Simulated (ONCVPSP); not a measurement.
# What one change does to a pseudopotential (Sc (Z = 21), ONCV)

```json
{
 "Element": "Sc",
 "Generator": "ONCVPSP 4.0.1",
 "Type": "optimised norm-conserving Vanderbilt (ONCV)",
 "Functional": "PBE",
 "Relativity": "scalar-relativistic",
 "Frozen core": "[Ne]",
 "Valence charge": "11",
 "Reference configuration": "3s2 3p6 3d1 4s2",
 "Partial waves": "3s+4s: rc 1.50 bohr, ncon 4, nbas 7, qcut 8.2 1/bohr, 2 projectors; 3p: rc 1.50 bohr, ncon 4, nbas 8, qcut 8.4 1/bohr, 2 projectors, debl 2.1 Ha; 3d: rc 2.60 bohr, ncon 3, nbas 7, qcut 6.2 1/bohr, 2 projectors, debl 2.2 Ha; f scattering state at 0.15 Ha: rc 2.50 bohr, ncon 4, nbas 8, qcut 4.1 1/bohr, 2 projectors, debl 3.1 Ha",
 "Local potential": "polynomial inside 1.40 bohr (lpopt 5, dvloc0 0 Ha)",
 "Core correction": "Teter function, fcfact 2.75, rcfact 1.35"
}
```

Change: local potential polynomial inside 1.40 bohr (lpopt 5, dvloc0 8 Ha).

Cutoffs: the cutoffs (Ha) at which the residual kinetic energy of the hardest occupied pseudo-wave falls to 1 and 0.1 mHa per electron; they do not see the model core or the augmentation charge, which bear on the density cutoff. Errors are all-electron minus pseudo energies relative to the spin-unpolarised reference configuration.

Problem. Predict the effect on cutoff, ghosts and configuration errors.

Solution. The potential gets neither clearly harder nor softer (23 Ha and 28 Ha → 23 Ha and 28 Ha); the errors of the 3 common tests hardly move; the range in which the s phases agree narrows (upper end at the end of the scan → 3.0); the range in which the f phases agree widens (upper end 3.0 → at the end of the scan); neither file shows a bound ghost.

| quantity | base | changed |
| --- | --- | --- |
| cutoff, loose | 23 Ha | 23 Ha |
| cutoff, tight | 28 Ha | 28 Ha |
| bound ghosts | none | none |
| GHOST(+) flags under 300 eV | f at 85.2 eV | s at 185.4 eV |
| tests with a reliable result | 3 of 4 | 3 of 4 |
| error for 3s2 3p6 3d1 4s1, meV [ΔE 6.90 eV] | -0.6 | -0.6 |
| error for 3s2 3p6 3d1 4s0, meV [ΔE 19.66 eV] | -7.8 | -8.1 |
| error for 3s2 3p6 3d1 4s0 4p2, meV [ΔE 5.67 eV] | -1.3 | -1.5 |
| s: phases at 1.52 bohr within 0.05 rad from the reference energy up to (Ha; the scan ends near 5) | to the end of the scan | 3.0 |
| p: phases at 1.52 bohr within 0.05 rad from the reference energy up to (Ha; the scan ends near 5) | to the end of the scan | to the end of the scan |
| d: phases at 2.64 bohr within 0.05 rad from the reference energy up to (Ha; the scan ends near 5) | 0.7 | 0.6 |
| f: phases at 2.53 bohr within 0.05 rad from the reference energy up to (Ha; the scan ends near 5) | 3.0 | to the end of the scan |
| rms error of d²Exc/dni dnj with the model core, mHa | 1.28 | 1.28 |
